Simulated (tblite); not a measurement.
Species: C5H5P2 (charge -1).
Bonds: C1–C2 (double), C2–C3, C3–C4 (aromatic), C4–P5 (aromatic), P5–C6 (aromatic), C6–P7 (aromatic), C3–P7 (aromatic). Hydrogens: H8, H9 on C1; H10 on C2; H11 on C4; H12 on C6.

Structure optimised with GFN2-xTB, isolated species.

Task: Give the optimised bond lengths and angles.

Result: 
```
  bond  length (bohr)
 C1=C2          2.522
 C2–C3          2.721
 C3–C4          2.621
 C4–P5          3.273
 P5–C6          3.279
 C6–P7          3.250
 C3–P7          3.341
 C1–H8          2.036
 C1–H9          2.041
C2–H10          2.055
C4–H11          2.047
C6–H12          2.047
```

A selection of angles:
```
    angle  degrees
 C2–C1–H8    122.2
 C2–C1–H9    121.8
 H8–C1–H9    115.9
 C1–C2–C3    127.4
C1–C2–H10    118.4
C3–C2–H10    114.1
 C2–C3–C4    125.3
 C2–C3–P7    119.2
 C4–C3–P7    115.5
 C3–C4–P5    118.4
C3–C4–H11    122.0
P5–C4–H11    119.6
 C4–P5–C6     93.5
 P5–C6–P7    118.7
P5–C6–H12    120.6
P7–C6–H12    120.7
 C3–P7–C6     93.9
```

Torsions: C1–C2–C3–C4 0° (synperiplanar).

C1 (terminal =CH2 carbon) is planar (angles 122.2°, 121.8° and 115.9°, sum 360.0°, 0.00 Å off the plane of its three neighbours). The C–C distances run from 1.335 Å (C1=C2, drawn double) to 1.440 Å (C2–C3, drawn single), a spread of 0.105 Å. C4 (aromatic CH carbon) is planar (angles 122.0°, 119.6° and 118.4°, sum 360.0°, 0.00 Å off the plane of its three neighbours). The 7 heavy atoms lie in one plane (0.001 Å rms). C6 (aromatic CH carbon) is planar (angles 120.7°, 120.6° and 118.7°, sum 360.0°, 0.00 Å off the plane of its three neighbours). C2 (alkene CH carbon) is planar (angles 127.4°, 118.4° and 114.1°, sum 360.0°, 0.00 Å off the plane of its three neighbours). C3 (substituted aromatic carbon) is planar (angles 125.3°, 119.2° and 115.5°, sum 360.0°, 0.00 Å off the plane of its three neighbours).

Point group: Cs (every atom within 0.08 Å of its image). Its GFN2-xTB frequencies are all real (lowest 84 cm⁻¹).

One conformer stands for the species.

The numbers are calculated, not measured.
